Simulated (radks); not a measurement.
Polarisability of neutral titanium, [Ar] 3d2 4s2, at imaginary frequency. Method: scalar-relativistic Kohn-Sham, LB94 model potential, spin-polarised, spherical densities, finite nucleus; open shells are filled with parallel spins first; Fermi nuclear charge, rms radius 3.5921 fm; computed with a radial shooting solver on a logarithmic mesh with Libxc functionals. Response by self-consistent Sternheimer equations with the Hartree and adiabatic LDA kernel, the relativistic mass of each level held fixed and spin-orbit coupling left out.

w (hartree),alpha1(iw) (bohr^3)
0.00266,80.76
0.0143,80.12
0.0360,76.75
0.0697,67.72
0.118,52.61
0.186,35.79
0.280,22.20
0.413,13.23
0.605,7.843
0.892,4.663
1.35,2.708
2.12,1.442
3.59,0.6426
6.94,0.2149
17.5,0.04440

Static values: alpha1 = 80.78 bohr^3 (11.97 angstrom^3; uncoupled 148.0). C6 = 829.7, triple-dipole C9 = 48430 atomic units. One-pole (London) frequency 4 C6 / (3 alpha1^2) = 0.170 hartree, against 0.261 for minus the highest occupied eigenvalue. Recommended static value: 87 bohr^3 (Schwerdtfeger and Nagle, 2023 table).
